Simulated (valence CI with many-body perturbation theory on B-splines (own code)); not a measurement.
**E1 line list for Ti7+**

Method: valence CI with perturbative core correlation (CI+MBPT): five valence electrons over a frozen Dirac-Fock core [Ne], a basis of 9 s, 9 p, 8 d, 6 f, 3 g, 1 h functions for each j, with the one-electron correlation potential Σ1, the two-electron term Σ2, the three-electron term Σ3, Breit, model QED; selected CI, second order for the rest, scaled by the run's own slope (own B-spline code, finite nucleus).

Against 6 measured levels this calculation errs by 127 cm⁻¹ on average and by 215 at most. These come from a selection out of Corliss and Sugar, J. Phys. Chem. Ref. Data 8, 1 (1979). Levels without a partner in it may be off by more. Among the levels kept, up to 730 cm⁻¹ of a level comes from second order outside the variational space, and about a tenth of that is noise between levels of different J, which matters for small intervals.

Lines 1 to 50 of 175 in falling wavelength, among levels below 57.014 eV, chosen from the strongest by gf and those to the six lowest levels. Wavelengths and rates use the calculated energies, so an error of 100 cm⁻¹ moves a line at 514.3 Å by 0.051 % and its rate by three times that or more. Electric multipoles are in the length gauge, E1 and E2 with the static RPA response of the core. Weak lines are less certain than strong ones. Lines between different terms over intervals too small for the method are left out, as are lines whose strength nearly cancels. The highest levels of a list are the least certain.

Names give the largest LS component (configuration and term), which can be under half, so a name can repeat, a term be missing and a line seem to break the LS rules; names also repeat where a configuration has a term twice. Letters in brackets count levels of one name in rising energy.

```
λ vac (Å)  λ from measured levels              Upper                  Lower   A (s⁻¹)  S (a.u.)
     2861                                3p5 2P°_3/2      3s2 3p2 3d 2S_1/2  5.56e+04  2.57e-03
     2731                                3p5 2P°_3/2  3s2 3p2 3d 2P_3/2 [c]  1.93e+05  7.74e-03
     2543                                3p5 2P°_3/2  3s2 3p2 3d 2P_1/2 [c]  1.24e+05  4.02e-03
     2462                                3p5 2P°_1/2      3s2 3p2 3d 2S_1/2  3.58e+05  5.27e-03
     2365                                3p5 2P°_1/2  3s2 3p2 3d 2P_3/2 [c]  1.86e+05  2.43e-03
     2222                                3p5 2P°_1/2  3s2 3p2 3d 2P_1/2 [c]  1.70e+05  1.84e-03
     1905                                3p5 2P°_3/2  3s2 3p2 3d 2D_3/2 [b]  8.88e+04  1.21e-03
     1888                                3p5 2P°_3/2  3s2 3p2 3d 2D_5/2 [b]  7.28e+05  9.68e-03
     1720                                3p5 2P°_1/2  3s2 3p2 3d 2D_3/2 [b]  1.36e+06  6.81e-03
     1456                                3p5 2P°_3/2  3s2 3p2 3d 2D_5/2 [a]  7.73e+05  4.71e-03
     1416                          3s 3p3 3d 6D°_7/2      3s2 3p2 3d 4P_5/2  6.35e+04  7.12e-04
     1266                                3p5 2P°_1/2  3s2 3p2 3d 2D_3/2 [a]  1.35e+06  2.70e-03
     1255                                3p5 2P°_3/2      3s2 3p2 3d 4P_3/2  1.26e+05  4.93e-04
     1196                                3p5 2P°_3/2  3s2 3p2 3d 2P_1/2 [b]  5.21e+06  1.76e-02
     1187                                3p5 2P°_1/2      3s2 3p2 3d 4P_1/2  4.32e+05  7.13e-04
     1134                                3p5 2P°_3/2  3s2 3p2 3d 2P_3/2 [b]  3.13e+07  9.00e-02
     1120                                3p5 2P°_1/2  3s2 3p2 3d 2P_1/2 [b]  2.41e+07  3.35e-02
     1066                                3p5 2P°_1/2  3s2 3p2 3d 2P_3/2 [b]  1.37e+07  1.64e-02
    854.9                          3s 3p3 3d 6D°_9/2      3s2 3p2 3d 4D_7/2  8.78e+04  2.71e-04
    815.5                          3s 3p3 3d 6D°_9/2  3s2 3p2 3d 2F_7/2 [a]  1.38e+05  3.69e-04
    777.1                          3s 3p3 3d 6D°_9/2      3s2 3p2 3d 4F_9/2  1.05e+06  2.43e-03
    763.2                          3s 3p3 3d 6D°_7/2      3s2 3p2 3d 4F_7/2  6.34e+05  1.11e-03
    761.8                          3s 3p3 3d 6D°_9/2      3s2 3p2 3d 4F_7/2  1.97e+05  4.29e-04
    753.6                                3p5 2P°_3/2      3s2 3p2 3d 4D_3/2  5.59e+05  4.72e-04
    752.8                          3s 3p3 3d 6D°_5/2      3s2 3p2 3d 4F_5/2  3.14e+05  3.96e-04
    751.8                          3s 3p3 3d 6D°_7/2      3s2 3p2 3d 4F_5/2  1.48e+05  2.47e-04
    722.1                              3s 3p4 4P_5/2        3s2 3p3 2P°_3/2  4.98e+05  5.55e-04
    720.5                                3p5 2P°_1/2      3s2 3p2 3d 4D_1/2  1.36e+06  5.02e-04
    703.7                              3s 3p4 4P_3/2        3s2 3p3 2P°_3/2  1.37e+06  9.42e-04
    696.6                              3s 3p4 4P_3/2        3s2 3p3 2P°_1/2  1.14e+04  7.62e-06
    694.6                              3s 3p4 4P_1/2        3s2 3p3 2P°_3/2  1.72e+05  5.70e-05
    687.7                              3s 3p4 4P_1/2        3s2 3p3 2P°_1/2  1.15e+06  3.68e-04
    621.3                              3s 3p4 4P_5/2        3s2 3p3 2D°_5/2  3.49e+06  2.48e-03
    617.2                              3s 3p4 4P_5/2        3s2 3p3 2D°_3/2  9.96e+05  6.94e-04
    616.7                                3p5 2P°_3/2          3s 3p4 2S_1/2  3.92e+06  1.81e-03
    607.7                              3s 3p4 4P_3/2        3s2 3p3 2D°_5/2  5.50e+05  2.43e-04
    603.7                              3s 3p4 4P_3/2        3s2 3p3 2D°_3/2  4.25e+05  1.85e-04
    597.0                              3s 3p4 4P_1/2        3s2 3p3 2D°_3/2  5.48e+05  1.15e-04
    595.9                                3p5 2P°_1/2          3s 3p4 2S_1/2  2.57e+08  5.37e-02
    583.0                                3p5 2P°_3/2  3s2 3p2 3d 2P_1/2 [a]  2.88e+08  1.12e-01
    572.6                                3p5 2P°_3/2  3s2 3p2 3d 2P_3/2 [a]  1.17e+09  4.35e-01
    564.3                                3p5 2P°_1/2  3s2 3p2 3d 2P_1/2 [a]  7.79e+08  1.38e-01
    554.6                                3p5 2P°_1/2  3s2 3p2 3d 2P_3/2 [a]  6.47e+08  1.09e-01
    540.1                              3s 3p4 2D_3/2        3s2 3p3 2P°_3/2  1.98e+03  6.16e-07
    538.8                              3s 3p4 2D_5/2        3s2 3p3 2P°_3/2  2.42e+08  1.12e-01
    535.9                              3s 3p4 2D_3/2        3s2 3p3 2P°_1/2  1.47e+08  4.48e-02
    514.3                   514.2      3s 3p4 4P_5/2        3s2 3p3 4S°_3/2  8.35e+08  3.36e-01
    504.9                   504.8      3s 3p4 4P_3/2        3s2 3p3 4S°_3/2  8.73e+08  2.22e-01
    500.2                   500.1      3s 3p4 4P_1/2        3s2 3p3 4S°_3/2  8.98e+08  1.11e-01
    481.7                              3s 3p4 2D_3/2        3s2 3p3 2D°_5/2  6.81e+07  1.50e-02
```
